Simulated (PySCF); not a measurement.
PySCF input file for Al(OH)2(PH2) (AlH4O2P), SMILES [OH][Al]([OH])[PH2], TPSSh-D3(BJ)/def2-SVP. 

```python
import numpy as np
from pyscf import gto, scf, dft
from pyscf.geomopt import geometric_solver

mol = gto.M(
    atom='''
    Al   -0.35605988    0.04617434   -0.38952606
    O    -1.52561274   -1.11394142   -0.46027344
    H    -2.22274566   -1.74827046   -0.53985140
    O    -0.12562721    1.29343397   -1.44301935
    H    -0.06767705    1.99330286   -2.07653809
    P     1.11026106   -0.06805262    1.40273659
    H     2.21527404    0.18728649    0.59207864
    H     1.25993093   -1.44773660    1.27344307
    ''',
    basis='def2-SVP',
    charge=0,
    spin=0,
    max_memory=1600,
    verbose=3,
)
mf = dft.RKS(mol, xc='tpssh').density_fit(auxbasis='def2-universal-jkfit')
mf.disp = 'd3bj'
mf.grids.level = 4
mf.conv_tol = 1e-9
mf.max_cycle = 100
mf.kernel()
grad = mf.nuc_grad_method()
grad.grid_response = mol.nao <= 150
conv, mol_eq = geometric_solver.kernel(grad, convergence_set='GAU_TIGHT', maxsteps=100)
print(mol_eq.tostring(format='xyz'))
mf.reset(mol_eq)
mf.kernel()
```

Log of the run:

```
converged SCF energy = -736.476220205393
[banner and settings of the optimiser left out]
Geometry optimization cycle 1
Cartesian coordinates (Angstrom)
 Atom        New coordinates             dX        dY        dZ
  Al  -0.356060   0.046174  -0.389526    0.000000  0.000000  0.000000
   O  -1.525613  -1.113941  -0.460273    0.000000  0.000000  0.000000
   H  -2.222746  -1.748270  -0.539851    0.000000  0.000000  0.000000
   O  -0.125627   1.293434  -1.443019    0.000000  0.000000  0.000000
   H  -0.067677   1.993303  -2.076538    0.000000  0.000000  0.000000
   P   1.110261  -0.068053   1.402737    0.000000  0.000000  0.000000
   H   2.215274   0.187286   0.592079   -0.000000  0.000000 -0.000000
   H   1.259931  -1.447737   1.273443    0.000000  0.000000  0.000000

WARN: Mole.unit (angstrom) is changed to Bohr

converged SCF energy = -736.476220205532
--------------- DFRKS_Scanner gradients ---------------
         x                y                z
0 Al    -0.0090025514     0.0013738771    -0.0099714274
1 O     0.0048370394     0.0037260823     0.0007538389
2 H     0.0049374188     0.0030158906     0.0019244818
3 O    -0.0003556311    -0.0046352320     0.0039003126
4 H     0.0012656847    -0.0038015712     0.0049482015
5 P     0.0106911425    -0.0099555646    -0.0086028553
6 H    -0.0121914947    -0.0051891818     0.0077718929
7 H    -0.0001816082     0.0154656995    -0.0007244450
----------------------------------------------
cycle 1: E = -736.476220206  dE = -736.476  norm(grad) = 0.0331343
Step    0 : Gradient = 1.171e-02/1.695e-02 (rms/max) Energy = -736.4762202055
Hessian Eigenvalues: 2.30000e-02 3.11112e-02 5.00000e-02 ... 4.28286e-01 5.86234e-01 5.86454e-01

Geometry optimization cycle 2
Cartesian coordinates (Angstrom)
 Atom        New coordinates             dX        dY        dZ
  Al  -0.315425   0.032907  -0.365158    0.040635 -0.013267  0.024368
   O  -1.539401  -1.086335  -0.492355   -0.013788  0.027606 -0.032082
[...]
6 H    -0.0000002628     0.0000000295    -0.0000011050
7 H     0.0000003202    -0.0000008260    -0.0000021767
----------------------------------------------
cycle 37: E = -736.485650296  dE = -1.81785e-08  norm(grad) = 1.85798e-05
Step   36 : Displace = 3.513e-04/6.174e-04 (rms/max) Trust = 3.000e-01 (=) Grad = 6.569e-06/1.557e-05 (rms/max) E (change) = -736.4856502961 (-1.818e-08) Quality = 1.169
Hessian Eigenvalues: 1.05524e-04 1.99280e-03 1.45884e-02 ... 4.12268e-01 5.90730e-01 5.93989e-01

Geometry optimization cycle 38
Cartesian coordinates (Angstrom)
 Atom        New coordinates             dX        dY        dZ
  Al  -0.259126   0.019831  -0.280640    0.000060  0.000045 -0.000046
   O  -1.484981  -1.166240  -0.324736    0.000099 -0.000016 -0.000063
   H  -2.239968  -1.227438  -0.919533   -0.000004  0.000024  0.000062
   O  -0.140787   1.353548  -1.338280   -0.000084  0.000053 -0.000047
   H  -0.729529   1.602715  -2.058577   -0.000106 -0.000052 -0.000066
   P   1.295836  -0.121220   1.431222    0.000030  0.000072 -0.000038
   H   2.388043   0.211981   0.574370    0.000123 -0.000158 -0.000005
   H   1.458256  -1.530979   1.275223   -0.000117  0.000033  0.000203
converged SCF energy = -736.485650297311
--------------- DFRKS_Scanner gradients ---------------
         x                y                z
0 Al     0.0000003380    -0.0000019655     0.0000017909
1 O     0.0000007442     0.0000005224     0.0000000862
2 H    -0.0000014220     0.0000006670    -0.0000002093
3 O     0.0000008976     0.0000011614     0.0000009765
4 H    -0.0000004898     0.0000001296    -0.0000020964
5 P    -0.0000006121    -0.0000011814    -0.0000001078
6 H     0.0000001878     0.0000003679    -0.0000000925
7 H     0.0000003562     0.0000002986    -0.0000003475
----------------------------------------------
cycle 38: E = -736.485650297  dE = -1.22611e-09  norm(grad) = 4.53739e-06
Step   37 : Displace = 1.328e-04/1.912e-04 (rms/max) Trust = 3.000e-01 (=) Grad = 1.604e-06/2.680e-06 (rms/max) E (change) = -736.4856502973 (-1.226e-09) Quality = 1.033
Hessian Eigenvalues: 1.05680e-04 1.89408e-03 1.43617e-02 ... 4.12260e-01 5.91248e-01 6.03094e-01

Geometry optimization cycle 39
Cartesian coordinates (Angstrom)
 Atom        New coordinates             dX        dY        dZ
  Al  -0.259121   0.019845  -0.280630    0.000005  0.000014  0.000009
   O  -1.484905  -1.166303  -0.324669    0.000075 -0.000064  0.000067
   H  -2.239960  -1.227521  -0.919378    0.000009 -0.000083  0.000155
   O  -0.140957   1.353606  -1.338228   -0.000170  0.000058  0.000052
   H  -0.729783   1.602772  -2.058454   -0.000254  0.000057  0.000123
   P   1.295973  -0.121210   1.431110    0.000137  0.000010 -0.000112
   H   2.388128   0.211981   0.574190    0.000085  0.000000 -0.000180
   H   1.458368  -1.530972   1.275108    0.000113  0.000007 -0.000115
converged SCF energy = -736.485650297777
--------------- DFRKS_Scanner gradients ---------------
         x                y                z
0 Al     0.0000015492     0.0000030696    -0.0000007801
1 O    -0.0000005870    -0.0000006192    -0.0000007101
2 H    -0.0000007929     0.0000005650     0.0000007243
3 O    -0.0000021416    -0.0000007097    -0.0000003105
4 H     0.0000021904    -0.0000011638     0.0000015387
5 P    -0.0000005512    -0.0000008275    -0.0000004335
6 H    -0.0000000326     0.0000003040     0.0000002472
7 H     0.0000003658    -0.0000006183    -0.0000002760
----------------------------------------------
cycle 39: E = -736.485650298  dE = -4.65548e-10  norm(grad) = 5.54666e-06
Step   38 : Displace = 4.947e-05/7.379e-05 (rms/max) Trust = 3.000e-01 (=) Grad = 1.961e-06/3.526e-06 (rms/max) E (change) = -736.4856502978 (-4.655e-10) Quality = 2.349
Hessian Eigenvalues: 1.47743e-04 1.55895e-03 9.03462e-03 ... 4.49818e-01 5.91539e-01 7.23272e-01

Geometry optimization cycle 40
Cartesian coordinates (Angstrom)
 Atom        New coordinates             dX        dY        dZ
  Al  -0.259064   0.019901  -0.280730    0.000056  0.000056 -0.000100
   O  -1.484813  -1.166289  -0.324817    0.000093  0.000014 -0.000148
   H  -2.239800  -1.227609  -0.919598    0.000160 -0.000088 -0.000220
   O  -0.140801   1.353556  -1.338445    0.000156 -0.000050 -0.000217
   H  -0.729582   1.602660  -2.058728    0.000201 -0.000111 -0.000275
   P   1.295752  -0.121006   1.431273   -0.000221  0.000204  0.000162
   H   2.388111   0.211814   0.574472   -0.000017 -0.000167  0.000282
   H   1.457940  -1.530830   1.275624   -0.000429  0.000142  0.000516
converged SCF energy = -736.485650298034
--------------- DFRKS_Scanner gradients ---------------
         x                y                z
0 Al     0.0000068396     0.0000097590    -0.0000018420
1 O    -0.0000032811    -0.0000037926    -0.0000009091
2 H    -0.0000017402    -0.0000000676     0.0000006604
3 O    -0.0000037771    -0.0000023953    -0.0000011149
4 H     0.0000027634    -0.0000014053     0.0000032070
5 P    -0.0000002313    -0.0000015293    -0.0000015312
6 H    -0.0000006799    -0.0000000115     0.0000012885
7 H     0.0000001068    -0.0000005573     0.0000002413
----------------------------------------------
cycle 40: E = -736.485650298  dE = -2.57501e-10  norm(grad) = 1.49412e-05
Step   39 : Displace = 1.416e-04/2.182e-04 (rms/max) Trust = 3.000e-01 (=) Grad = 5.283e-06/1.206e-05 (rms/max) E (change) = -736.4856502980 (-2.575e-10) Quality = 0.519
Hessian Eigenvalues: 1.86349e-04 1.32687e-03 6.14646e-03 ... 4.61519e-01 5.93337e-01 7.20429e-01

Geometry optimization cycle 41
Cartesian coordinates (Angstrom)
 Atom        New coordinates             dX        dY        dZ
  Al  -0.259071   0.019909  -0.280701   -0.000007  0.000008  0.000029
   O  -1.484693  -1.166410  -0.324713    0.000120 -0.000121  0.000103
   H  -2.239701  -1.227818  -0.919455    0.000099 -0.000209  0.000143
   O  -0.141054   1.353622  -1.338376   -0.000253  0.000066  0.000070
   H  -0.729971   1.602719  -2.058554   -0.000389  0.000058  0.000175
   P   1.295950  -0.120899   1.431125    0.000198  0.000108 -0.000148
   H   2.388210   0.211814   0.574153    0.000099 -0.000000 -0.000319
   H   1.458074  -1.530740   1.275571    0.000134  0.000090 -0.000052
converged SCF energy = -736.485650298968
--------------- DFRKS_Scanner gradients ---------------
         x                y                z
0 Al     0.0000025073     0.0000045459    -0.0000003741
1 O    -0.0000039821    -0.0000009829    -0.0000037358
2 H     0.0000029373     0.0000001867     0.0000037539
3 O    -0.0000003495    -0.0000015848     0.0000007650
4 H    -0.0000004062    -0.0000001023    -0.0000002527
5 P    -0.0000007981    -0.0000016974    -0.0000007437
6 H     0.0000002518    -0.0000000718     0.0000003976
7 H    -0.0000001606    -0.0000002934     0.0000001897
----------------------------------------------
cycle 41: E = -736.485650299  dE = -9.33937e-10  norm(grad) = 9.409e-06
Step   40 : Displace = 1.144e-04/1.866e-04 (rms/max) Trust = 3.000e-01 (=) Grad = 3.327e-06/5.548e-06 (rms/max) E (change) = -736.4856502990 (-9.339e-10) Quality = 1.963
Hessian Eigenvalues: 2.12895e-04 1.38057e-03 4.09210e-03 ... 4.48226e-01 6.48452e-01 7.41940e-01

Geometry optimization cycle 42
Cartesian coordinates (Angstrom)
 Atom        New coordinates             dX        dY        dZ
  Al  -0.259083   0.019887  -0.280713   -0.000012 -0.000022 -0.000011
   O  -1.484645  -1.166494  -0.324725    0.000048 -0.000084 -0.000011
   H  -2.239528  -1.228018  -0.919619    0.000173 -0.000200 -0.000164
   O  -0.141064   1.353556  -1.338441   -0.000010 -0.000066 -0.000066
   H  -0.729999   1.602679  -2.058593   -0.000028 -0.000039 -0.000039
   P   1.295909  -0.120683   1.431163   -0.000041  0.000216  0.000039
   H   2.388170   0.211828   0.574112   -0.000040  0.000014 -0.000041
   H   1.457983  -1.530559   1.275865   -0.000091  0.000181  0.000293
converged SCF energy = -736.485650299412
--------------- DFRKS_Scanner gradients ---------------
         x                y                z
0 Al    -0.0000005860    -0.0000005278     0.0000004326
1 O    -0.0000009894     0.0000005487    -0.0000014145
2 H     0.0000016358     0.0000001664     0.0000015687
3 O     0.0000010438     0.0000001972    -0.0000001339
4 H    -0.0000010088     0.0000005927    -0.0000004996
5 P     0.0000000256    -0.0000005850    -0.0000000835
6 H     0.0000002203    -0.0000003711     0.0000000483
7 H    -0.0000003413    -0.0000000209     0.0000000819
----------------------------------------------
cycle 42: E = -736.485650299  dE = -4.43379e-10  norm(grad) = 3.56105e-06
Step   41 : Displace = 1.210e-04/1.958e-04 (rms/max) Trust = 3.000e-01 (=) Grad = 1.259e-06/2.272e-06 (rms/max) E (change) = -736.4856502994 (-4.434e-10) Quality = 0.744
Hessian Eigenvalues: 2.13228e-04 1.48568e-03 3.63015e-03 ... 4.52649e-01 6.39296e-01 7.42695e-01

Geometry optimization cycle 43
Cartesian coordinates (Angstrom)
 Atom        New coordinates             dX        dY        dZ
  Al  -0.259100   0.019861  -0.280702   -0.000017 -0.000026  0.000011
   O  -1.484657  -1.166526  -0.324717   -0.000013 -0.000032  0.000008
   H  -2.239491  -1.228074  -0.919676    0.000037 -0.000056 -0.000057
   O  -0.141063   1.353511  -1.338448    0.000001 -0.000044 -0.000007
   H  -0.729995   1.602660  -2.058591    0.000004 -0.000019  0.000002
   P   1.295897  -0.120630   1.431177   -0.000012  0.000053  0.000014
   H   2.388131   0.211898   0.574098   -0.000039  0.000070 -0.000014
   H   1.458021  -1.530505   1.275907    0.000039  0.000054  0.000043
converged SCF energy = -736.485650299874
--------------- DFRKS_Scanner gradients ---------------
         x                y                z
0 Al     0.0000003005     0.0000029706    -0.0000016845
1 O     0.0000007124    -0.0000005047     0.0000014282
2 H    -0.0000014931    -0.0000000318    -0.0000014887
3 O    -0.0000014382    -0.0000014755    -0.0000010997
4 H     0.0000018316    -0.0000003918     0.0000029999
5 P     0.0000003722     0.0000010102     0.0000000241
6 H    -0.0000002134    -0.0000004762     0.0000000401
7 H    -0.0000000720    -0.0000011007    -0.0000002193
----------------------------------------------
cycle 43: E = -736.4856503  dE = -4.62023e-10  norm(grad) = 6.29775e-06
Step   42 : Displace = 3.523e-05/4.607e-05 (rms/max) Trust = 3.000e-01 (=) Grad = 2.227e-06/3.537e-06 (rms/max) E (change) = -736.4856502999 (-4.620e-10) Quality = 3.825
Hessian Eigenvalues: 2.13228e-04 1.48568e-03 3.63015e-03 ... 4.52649e-01 6.39296e-01 7.42695e-01
Converged! =D

8
XYZ from PySCF
Al         -0.25909965        0.01986122       -0.28070162
O          -1.48465707       -1.16652576       -0.32471663
H          -2.23949131       -1.22807409       -0.91967552
O          -0.14106309        1.35351121       -1.33844811
H          -0.72999533        1.60266046       -2.05859056
P           1.29589733       -0.12062995        1.43117713
H           2.38813113        0.21189807        0.57409789
H           1.45802148       -1.53050459        1.27590739
converged SCF energy = -736.485650299878
```

The run converged.
